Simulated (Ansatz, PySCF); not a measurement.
Molecule: CClF2, net charge 0, doublet state. It need not be the lowest isomer of its formula. 
Geometry from a B3LYP-D3(BJ)/def2-TZVP (Ansatz, an electronic-structure program) optimisation:
```
C
F 1 1.3231
F 1 1.3231 2 110.37
Cl 1 1.7352 2 114.07 3 -129.96
```
Charge 0, spin multiplicity 2.

Property: atomisation energy (electronic, to ground-state atoms), in kcal/mol. Cores are frozen in the correlated levels unless marked. UHF or UKS for open shells. Spin-orbit coupling is left out. Non-relativistic. FCI takes restricted orbitals. The coupled-cluster limit lacks core correlation, which all-electron functionals hold. CBS marks a two-point X^-3 extrapolation of the correlation energy; Hartree-Fock from the larger set. The bracket is a focal-point correction in the basis named.

```csv
level,program,atomisation energy (kcal/mol)
HF/cc-pwCVTZ,Ansatz,194.5
HF/aug-cc-pV(Q+d)Z,Ansatz,195.1
SVWN5/def2-TZVPD,Ansatz,396.9
PBE-D3(BJ)/def2-TZVPD,Ansatz + dftd3,335.9
BP86-D3(BJ)/def2-TZVPD,PySCF + dftd3,331.2
r2SCAN-D3(BJ)/def2-TZVPD,Ansatz + dftd3,319.2
PBE0/6-31G*,Ansatz,316.3
```

Question: Predict the RI-MP2/CBS(cc-pV(T+d)Z,cc-pV(Q+d)Z)+[CCSD(T)-MP2]/cc-pV(T+d)Z result (Ansatz).

Answer: 307.5 kcal/mol
